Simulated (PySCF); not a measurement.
PySCF input file for dibromo-chloro-fluoromethane (CBr2ClF), SMILES FC(Cl)(Br)Br, TDDFT-PBE/def2-SVPD. Geometry: B3LYP-D3(BJ)/def2-SVP.

```python
import numpy as np
from pyscf import gto, scf, dft, tdscf

mol = gto.M(
    atom='''
    F    -1.66708609   -0.59432391   -0.00000000
    C    -0.34841930   -0.41421987   -0.00000000
    Cl    0.45311451   -1.99810201   -0.00000001
    Br    0.13416206    0.59717098   -1.60863642
    Br    0.13416206    0.59717098    1.60863643
    ''',
    basis='def2-SVPD',
    charge=0,
    spin=0,
    symmetry=True,
    max_memory=1600,
    verbose=4,
)
mf = dft.RKS(mol, xc='pbe').density_fit(auxbasis='def2-universal-jkfit')
mf.grids.level = 3
mf.conv_tol = 1e-9
mf.max_cycle = 100
mf.kernel()
mf.grids = dft.Grids(mol).set(level=1).build(with_non0tab=True)  # coarser grid for the response kernel
td = tdscf.TDDFT(mf)
td.singlet = True
td.nstates = 10
td.conv_tol = 1e-4
td.positive_eig_threshold = 1e-6
td.kernel(x0=td.get_init_guess(mf, 15))
td.analyze()
tt = tdscf.TDA(mf)
tt.singlet = False
tt.nstates = 4
tt.conv_tol = 1e-4
tt.positive_eig_threshold = 1e-6
tt.kernel(x0=tt.get_init_guess(mf, 9))
tt.analyze(verbose=3)
```

It prints:

```
PySCF version 2.14.0

[INPUT] verbose = 4
[INPUT] num. atoms = 5
[INPUT] num. electrons = 102
[INPUT] charge = 0
[INPUT] spin (= nelec alpha-beta = 2S) = 0
[INPUT] symmetry True subgroup None
[INPUT] Mole.unit = angstrom
[INPUT] Symbol           X                Y                Z      unit          X                Y                Z       unit  Magmom
[INPUT]  1 F     -1.667086090000  -0.594323910000   0.000000000000 AA   -3.150336136172  -1.123109419181   0.000000000000 Bohr   0.0
[INPUT]  2 C     -0.348419300000  -0.414219870000   0.000000000000 AA   -0.658417053513  -0.782762109653   0.000000000000 Bohr   0.0
[INPUT]  3 Cl     0.453114510000  -1.998102010000  -0.000000010000 AA    0.856262326966  -3.775865567843  -0.000000018897 Bohr   0.0
[INPUT]  4 Br     0.134162060000   0.597170980000  -1.608636420000 AA    0.253529549707   1.128489601738  -3.039882267801 Bohr   0.0
[INPUT]  5 Br     0.134162060000   0.597170980000   1.608636430000 AA    0.253529549707   1.128489601738   3.039882286698 Bohr   0.0

nuclear repulsion = 727.4927238072
point group symmetry = Cs
symmetry origin: [4.81694893e-09 3.70534522e-10 3.33481084e-09]
symmetry axis x: [ 1.00000000e+00 -4.32643488e-09  1.99621905e-10]
symmetry axis y: [-4.32643488e-09 -1.00000000e+00  6.52442478e-09]
symmetry axis z: [-1.99621876e-10  6.52442479e-09  1.00000000e+00]
num. orbitals of irrep A' = 90
num. orbitals of irrep A" = 62
number of shells = 58
number of NR pGTOs = 274
number of NR cGTOs = 152
basis = def2-SVPD
ecp = {}


******** <class 'pyscf.df.df_jk.DFSymAdaptedRKS'> ********
method = DFSymAdaptedRKS
initial guess = minao
damping factor = 0
level_shift factor = 0
DIIS = <class 'pyscf.scf.diis.CDIIS'>
diis_start_cycle = 1
diis_space = 8
diis_damp = 0
SCF conv_tol = 1e-09
SCF conv_tol_grad = None
SCF max_cycles = 100
direct_scf = False
XC library pyscf.dft.libxc version 7.1.2
    S. Lehtola, C. Steigemann, M. J. T. Oliveira, and M. A. L. Marques,  SoftwareX 7, 1–5 (2018)
XC functionals = pbe
    J. P. Perdew, K. Burke, and M. Ernzerhof,  Phys. Rev. Lett. 77, 3865 (1996)
    J. P. Perdew, K. Burke, and M. Ernzerhof,  Phys. Rev. Lett. 78, 1396 (1997)
    J. P. Perdew, K. Burke, and M. Ernzerhof,  Phys. Rev. Lett. 77, 3865 (1996)
    J. P. Perdew, K. Burke, and M. Ernzerhof,  Phys. Rev. Lett. 78, 1396 (1997)
radial grids:
    Treutler-Ahlrichs [JCP 102, 346 (1995); DOI:10.1063/1.469408] (M4) radial grids

becke partition: Becke, JCP 88, 2547 (1988); DOI:10.1063/1.454033
pruning grids: <function nwchem_prune>
grids dens level: 3
symmetrized grids: True
atomic radii adjust function: <function treutler_atomic_radii_adjust>
small_rho_cutoff = 0
Freeze 0 electrons in irreps []
    102 free electrons in irreps A' A"
Set gradient conv threshold to 3.16228e-05
Initial guess from minao.
tot grids = 88112
init E= -5742.87778831116
HOMO (A") = -0.281472459244659  LUMO (A') = -0.0987989613126063  gap/eV = 4.97080
cycle= 1 E= -5744.40849649286  delta_E= -1.53  |g|= 0.654  |ddm|= 3.12
HOMO (A") = -0.274676595809742  LUMO (A') = -0.179297381713209  gap/eV = 2.59540
cycle= 2 E= -5743.94139485585  delta_E= 0.467  |g|= 1.63  |ddm|= 1.89
HOMO (A") = -0.262463968380739  LUMO (A') = -0.114123844319141  gap/eV = 4.03654
cycle= 3 E= -5744.49073252468  delta_E= -0.549  |g|= 0.154  |ddm|= 1.44
HOMO (A") = -0.263870109750114  LUMO (A') = -0.12084955272607  gap/eV = 3.89179
cycle= 4 E= -5744.49283731662  delta_E= -0.0021  |g|= 0.09  |ddm|= 0.221
HOMO (A") = -0.266105813961239  LUMO (A') = -0.119366912473878  gap/eV = 3.99297
cycle= 5 E= -5744.49468071967  delta_E= -0.00184  |g|= 0.0276  |ddm|= 0.111
HOMO (A") = -0.265761185772817  LUMO (A') = -0.119097683354024  gap/eV = 3.99092
cycle= 6 E= -5744.49480572446  delta_E= -0.000125  |g|= 0.0051  |ddm|= 0.0253
HOMO (A") = -0.265563071601834  LUMO (A') = -0.119019272981471  gap/eV = 3.98766
cycle= 7 E= -5744.4948140209  delta_E= -8.3e-06  |g|= 0.000998  |ddm|= 0.00892
HOMO (A") = -0.265584475904201  LUMO (A') = -0.119015634953607  gap/eV = 3.98834
cycle= 8 E= -5744.49481430029  delta_E= -2.79e-07  |g|= 0.000265  |ddm|= 0.00177
HOMO (A") = -0.265566523447083  LUMO (A') = -0.119002729662272  gap/eV = 3.98820
cycle= 9 E= -5744.49481431959  delta_E= -1.93e-08  |g|= 5.96e-05  |ddm|= 0.000403
HOMO (A") = -0.265573377518856  LUMO (A') = -0.119009678117992  gap/eV = 3.98820
cycle= 10 E= -5744.49481432062  delta_E= -1.03e-09  |g|= 8.99e-06  |ddm|= 9.7e-05
HOMO (A") = -0.265573019872354  LUMO (A') = -0.119009144044899  gap/eV = 3.98821
cycle= 11 E= -5744.4948143206  delta_E= 1.91e-11  |g|= 2.42e-06  |ddm|= 1.44e-05
HOMO (A") = -0.265572717165464  LUMO (A') = -0.119008794817413  gap/eV = 3.98821
Extra cycle  E= -5744.49481432062  delta_E= -2.46e-11  |g|= 2.63e-06  |ddm|= 6.99e-06
converged SCF energy = -5744.49481432062
tot grids = 31464
Overwritten attributes  positive_eig_threshold  of <class 'pyscf.tdscf.rks.CasidaTDDFT'>


******** <class 'pyscf.tdscf.rks.CasidaTDDFT'> for <class 'pyscf.df.df_jk.DFSymAdaptedRKS'> ********
nstates = 10 singlet
deg_eia_thresh = 1.000e-03
wfnsym = None
conv_tol = 0.0001
eigh lindep = 1e-12
eigh level_shift = 0
eigh max_cycle = 100


Excitation energies (eV)
[4.18366097 4.4645563  4.67783937 5.1399592  5.51224499 5.56038511
 5.6721664  5.82748514 5.88615504 6.03288876]

** Singlet excitation energies and oscillator strengths **
Excited State   1:   A"      4.18366 eV    296.35 nm  f=0.0032
      51 -> 52       -0.69890
Excited State   2:   A"      4.46456 eV    277.71 nm  f=0.0068
      50 -> 52        0.69595
Excited State   3:   A'      4.67784 eV    265.05 nm  f=0.0041
      49 -> 52       -0.69284
      50 -> 53       -0.10609
Excited State   4:   A'      5.13996 eV    241.22 nm  f=0.0000
      48 -> 52        0.59958
      51 -> 53        0.36719
Excited State   5:   A'      5.51224 eV    224.93 nm  f=0.0123
      48 -> 52       -0.36038
      51 -> 53        0.59697
Excited State   6:   A"      5.56039 eV    222.98 nm  f=0.0212
      47 -> 52       -0.65430
      51 -> 54        0.23037
Excited State   7:   A'      5.67217 eV    218.58 nm  f=0.0043
      46 -> 52        0.38201
      50 -> 53        0.58281
Excited State   8:   A'      5.82749 eV    212.76 nm  f=0.0006
      46 -> 52       -0.58452
      50 -> 53        0.37341
Excited State   9:   A"      5.88616 eV    210.64 nm  f=0.0004
      49 -> 53        0.68609
      50 -> 54        0.10114
Excited State  10:   A"      6.03289 eV    205.51 nm  f=0.0430
      47 -> 52        0.17941
      49 -> 53       -0.11642
      50 -> 54        0.17970
      51 -> 54        0.63541

** Transition electric dipole moments (AU) **
state          X           Y           Z        Dip. S.      Osc.
  1         0.0000      0.0000     -0.1761      0.0310      0.0032
  2         0.0000      0.0000      0.2494      0.0622      0.0068
  3        -0.0230      0.1873      0.0000      0.0356      0.0041
  4        -0.0106     -0.0119     -0.0000      0.0003      0.0000
  5         0.0282     -0.3007     -0.0000      0.0912      0.0123
  6         0.0000      0.0000     -0.3946      0.1557      0.0212
  7        -0.0898      0.1510      0.0000      0.0308      0.0043
  8        -0.0066      0.0618      0.0000      0.0039      0.0006
  9        -0.0000     -0.0000     -0.0538      0.0029      0.0004
 10         0.0000      0.0000      0.5392      0.2908      0.0430

** Transition velocity dipole moments (imaginary part, AU) **
state          X           Y           Z        Dip. S.      Osc.
  1        -0.0000      0.0000     -0.0286      0.0008      0.0035
  2        -0.0000      0.0000      0.0406      0.0017      0.0067
  3        -0.0050      0.0321      0.0000      0.0011      0.0041
  4        -0.0013     -0.0016      0.0000      0.0000      0.0000
  5         0.0054     -0.0666      0.0000      0.0045      0.0147
  6         0.0000     -0.0000     -0.0827      0.0068      0.0223
  7        -0.0235      0.0317      0.0000      0.0016      0.0050
  8        -0.0054      0.0148      0.0000      0.0002      0.0008
  9         0.0000     -0.0000     -0.0110      0.0001      0.0004
 10        -0.0000      0.0000      0.1222      0.0149      0.0449

** Transition magnetic dipole moments (imaginary part, AU) **
state          X           Y           Z
  1        -1.3223      0.0313     -0.0000
  2         0.0105     -0.8159     -0.0000
  3         0.0000      0.0000      0.4824
  4        -0.0000     -0.0000     -0.1996
  5        -0.0000     -0.0000     -0.1929
  6         0.1337     -0.1180      0.0000
  7         0.0000      0.0000      0.6707
  8         0.0000      0.0000      0.2236
  9         0.1520      0.4840      0.0000
 10        -0.0293     -0.5759      0.0000
Overwritten attributes  positive_eig_threshold  of <class 'pyscf.tdscf.rks.TDA'>


******** <class 'pyscf.tdscf.rks.TDA'> for <class 'pyscf.df.df_jk.DFSymAdaptedRKS'> ********
nstates = 4 triplet
deg_eia_thresh = 1.000e-03
wfnsym = None
conv_tol = 0.0001
eigh lindep = 1e-12
eigh level_shift = 0
eigh max_cycle = 100


Excitation energies (eV)
[3.77752383 4.0591746  4.29810965 4.74995472]

** Triplet excitation energies and oscillator strengths **
Excited State   1:   A"      3.77752 eV    328.22 nm  f=0.0000
Excited State   2:   A"      4.05917 eV    305.44 nm  f=0.0000
Excited State   3:   A'      4.29811 eV    288.46 nm  f=0.0000
Excited State   4:   A'      4.74995 eV    261.02 nm  f=0.0000
```

The calculation finished and met its thresholds.

Cost: very roughly 50 core-seconds.
